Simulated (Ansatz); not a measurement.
Two isomers of C2H7BrGe: A = `[GeH3][CH2]CBr`, B = `C[CH]([GeH3])Br`.

Gas-phase electronic energies from Ansatz, PBE0-D4/def2-TZVP geometries. CCSD(T)/CBS adds triple-zeta CCSD(T) − MP2 to the extrapolated MP2 energy (def2 sets, frozen cores). DFT in def2-TZVPP. B3LYP here is the variant with VWN-RPA as its local correlation; programs differ in this. For Br, Ge outer-core shells are correlated without core-valence functions, which leaves a few kJ/mol of doubt a bond. Scalar relativity is left out up to krypton. Each species was taken in one conformer, which may not be the lowest.

Question: Which isomer does CCSD(T)/CBS put lower? Give the gap. (Estimate.)

Answer: The calculation gave: A, by 1.8 kJ/mol. So small a gap doesn't settle the order.

Question: Give E(B) − E(A) in kJ/mol with MP2/def2-TZVPP, B3LYP-D4, B2PLYP, HF/def2-TZVPP, r2SCAN-D4, PBE0-D4, CCSD(T)/def2-TZVPP. (Estimate.)

Answer: Ansatz gave: MP2/def2-TZVPP 1.7, B3LYP-D4 4.6, B2PLYP 5.4, HF/def2-TZVPP 8.4, r2SCAN-D4 4.6, PBE0-D4 5.1, CCSD(T)/def2-TZVPP 3.1. None reverses the order clearly.

Largest T1 diagnostic: 0.010.

In def2-TZVPP, CCSD(T) changes the Hartree–Fock value by −5.3 kJ/mol (the triples alone add −1.0 kJ/mol) and MP2 by −6.7 kJ/mol. The D4 term adds −3.4 kJ/mol with B3LYP and −1.7 kJ/mol with PBE0; it sums over pairs of atoms, weighted by their polarisabilities, and B3LYP, whose exchange is more repulsive, gets the larger term.
